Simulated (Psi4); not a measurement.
ClIn, charge +1, doublet, geometry from GFN2-xTB (such geometries of metal compounds can be far from the true shape) (a state made from the parent by changing its charge; the spin is typed, not shown lowest) (core potentials on In); CAM-B3LYP/def2-SV(P) (Psi4).

Here is a job for Psi4.
```
memory 2 GB

molecule mol {
1 2
  In   -0.000000   -0.000000   -0.646466
  Cl    0.000000    0.000000    1.863344
}

set basis def2-sv(p)
set reference uks
set scf_type dfdirj+cosx

energy('cam-b3lyp')
print_variables()
```

The log (banner, timings and long lists left out):

```
   => Loading Basis Set <=

    Name: DEF2-SV(P)
    Role: ORBITAL
    Keyword: BASIS

    !!!  WARNING: ECP capability is in beta. Please check occupations closely.  !!!

Traceback (most recent call last):
  File "psi4", line 375, in <module>
  File "<string>", line 24, in <module>
  File "site-packages/psi4/driver/driver.py", line 533, in energy
  File "site-packages/psi4/driver/procrouting/proc.py", line 2760, in run_scf
  File "site-packages/psi4/driver/procrouting/proc.py", line 1939, in scf_helper
  File "site-packages/psi4/driver/procrouting/proc.py", line 1433, in scf_wavefunction_factory
  File "site-packages/psi4/driver/procrouting/proc.py", line 1397, in build_functional_and_disp
  File "site-packages/psi4/driver/procrouting/dft/superfunctionals.py", line 135, in build_superfunctional

psi4.driver.p4util.exceptions.ValidationError: SCF: SCF_TYPE (DFDIRJ+COSX) not supported for range-separated functionals, plese use SCF_TYPE = 'DF' to automatically select the correct JK build.

Printing out the relevant lines from the Psithon --> Python processed input file:
    ""","mol")
    core.IO.set_default_namespace("mol")
    core.set_global_option("BASIS", "def2-sv(p)")
    core.set_global_option("REFERENCE", "uks")
    core.set_global_option("SCF_TYPE", "dfdirj+cosx")
--> energy('cam-b3lyp')
    print_variables()

!----------------------------------------------------------------------------------!
!                                                                                  !
!  SCF: SCF_TYPE (DFDIRJ+COSX) not supported for range-separated functionals,      !
!     plese use SCF_TYPE = 'DF' to automatically select the correct JK build.      !
!                                                                                  !
!----------------------------------------------------------------------------------!
```

The input was rejected before any calculation.
